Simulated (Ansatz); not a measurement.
Basis sets compared for SbH2Et (C₂H₇Sb). Total charge 0; singlet. Geometry PBE0-D4/def2-SVP. Ansatz on 2 threads of Arm Neoverse V1 on a shared host; times are rough, and most runs start from earlier orbitals.

```xyz
10

Sb    1.6666    0.7964    0.5188
H     1.9177    2.0778   -0.5987
H     0.6655    1.7958    1.4962
C    -0.0296   -0.0360   -0.5901
C    -0.8281   -1.0311    0.2344
H     0.3963   -0.5129   -1.4870
H    -0.6533    0.8029   -0.9301
H    -1.6532   -1.4656   -0.3539
H    -0.2052   -1.8688    0.5877
H    -1.2766   -0.5584    1.1228
```

In the def2 sets Sb takes a core potential, while STO-3G treats all electrons; there is no spin–orbit coupling.

STO-3G and 6-31G are all-electron sets without relativity, so their totals don't compare with the def2 sets.

Binding counts from free atoms (Sb quartet, H doublet, C triplet) in the same basis, without a counterpoise term.

```
                         level  functions  energy (Eh)  HOMO (eV)  LUMO (eV)  binding per atom (eV)  wall time
                     HF/STO-3G         44   -6330.2414      -6.53       8.93                      –      0.3 s
                  HF/def2-TZVP        154    -319.0755      -9.17       2.38                   2.49        2 s
               PBE-D4/def2-SVP         89    -320.4669      -5.84      -0.74                   3.46      1.1 s
PBE-D4/def2-TZVP (with forces)        154    -320.5662      -5.94      -1.01                   3.45      2.6 s
           r2SCAN-D4/def2-TZVP        154    -320.7268      -6.17      -0.72                   3.41      4.5 s
              PBE0-D4/def2-SVP         89    -320.4991      -6.87       0.02                   3.42      1.4 s
             PBE0-D4/def2-TZVP        154    -320.5943      -6.94      -0.26                   3.41      2.8 s
```

Task: Estimate the rows for PBE-D4/def2-TZVPD, r2SCAN-D4/def2-TZVPD, PBE0-D4/def2-TZVPD.

Result: 
| level | functions | energy (Eh) | HOMO (eV) | LUMO (eV) | binding per atom (eV) | wall time |
| --- | --- | --- | --- | --- | --- | --- |
| PBE-D4/def2-TZVPD | 193 | -320.5667 | -5.95 | -1.14 | 3.46 | 2.7 s |
| r2SCAN-D4/def2-TZVPD | 193 | -320.7272 | -6.17 | -0.80 | 3.41 | 6 s |
| PBE0-D4/def2-TZVPD | 193 | -320.5947 | -6.94 | -0.43 | 3.41 | 3.7 s |
